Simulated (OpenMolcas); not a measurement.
# Levels of Zr2+ by method

```
Program             : OpenMolcas 26.06
Basis               : ANO-RCC-VTZP [7s6p4d2f1g]
Scalar Hamiltonian  : DKH2, point nucleus
Active space        : 2 electrons in 5 orbitals (4d)
State averaging     : 2S+1 = 3 even, 10 roots; 2S+1 = 1 even, 15 roots
Spin-orbit coupling : state interaction with AMFI integrals over the reference wave functions, term energies averaged over their components
```

Methods on the same reference wave functions:
A. CASSCF
B. SS-CASPT2, IPEA 0.25 Eh, imaginary shift 0.1 Eh (closed shells correlated: 4s 4p)
C. XMS-CASPT2, IPEA 0.25 Eh, imaginary shift 0.1 Eh (closed shells correlated: 4s 4p)

Energies in cm⁻¹ above 4d² ³F₂, the measured ground level; measured values from Moore, Atomic Energy Levels, vol. II, NSRDS-NBS 35 (1971 reprint of NBS Circular 467, 1952); NIST levels as listed in Rynkun, Gaigalas and Jonsson, Astron. Astrophys. 637, A10 (2020).

| Level | A | B | C | Measured |
| --- | --- | --- | --- | --- |
| 4d² ³F₂ | 0.0 | 0.0 | 0.0 | 0.0 |
| 4d² ³F₃ | 666 | 697 | 688 | 681 |
| 4d² ³F₄ | 1483 | 1511 | 1501 | 1486 |
| 4d² ¹D₂ | 9186 | 5470 | 6150 | 5742 |
| 4d² ³P₀ | 10262 | 8550 | 8270 | 8062 |
| 4d² ³P₁ | 10514 | 8820 | 8550 | 8326 |
| 4d² ³P₂ | 11131 | 9330 | 9090 | 8838 |
| 4d² ¹G₄ | 13870 | 11670 | 11430 | 11049 |
| 4d² ¹S₀ | 33074 | 24070 | 24050 | 23979 |

Deviations, from unrounded energies. A percentage is the sum of absolute deviations over the sum of measured energies, with the sign that they share, or ± where signs differ.

```csv
Against measurement,Levels,A,B,C
mean absolute deviation (cm-1),8,2800,310,200
fine structure of the ground term (%),2,-0.9,+1.8,+1.0
other terms of the ground configuration (%),6,+33.4,±3.7,+2.3
```

C lies closest to measurement on these levels and A furthest from it. The largest miss of C in the table is 4d² ¹D₂, by +410 cm-1. The ranking rests on the paired levels alone, and a cruder setting can come out closer through cancelling errors.

Between B and C the level of the table that moves most is 4d² ¹D₂, by 690 cm-1 (lowest in B, highest in C). Moves below CASPT2's spread within the term are not significant.

The mean deviations of B to C differ by less than CASPT2's widest spread within a term (990 cm-1), so their order carries little weight.

From A to B the spin-free energies of the other terms of 4d² shown, above ³F, scale by factors of 0.54 to 0.83.

The lowest spin-free term lies below A's lowest term by 0.256 hartree in B, 0.261 hartree in C.

CASPT2 does not keep the components of a term degenerate, so their means are used; among the terms shown or strongly mixed into the levels shown the widest spread is 990 cm-1 (4d² ¹G, C). Levels of configurations with an s electron are missing; early in the row they begin among the upper levels of the d shell and mix with terms of their name. Without dynamic correlation excited terms often stand tens of per cent too high (terms of higher spin than the ground term too low), and those without a measured partner can miss by more than the paired ones (holds for A). Some levels mix across a computed gap that differs much from the measured one, so their mixing is not that of the real levels (holds for A). Computed and measured levels are paired by configuration, term and J; levels that our copy of the source lacks, or whose pairing is in doubt (as where it misses far off the trend of its configuration), stay unpaired and out of the deviations. Levels of configurations outside the active space are missing.
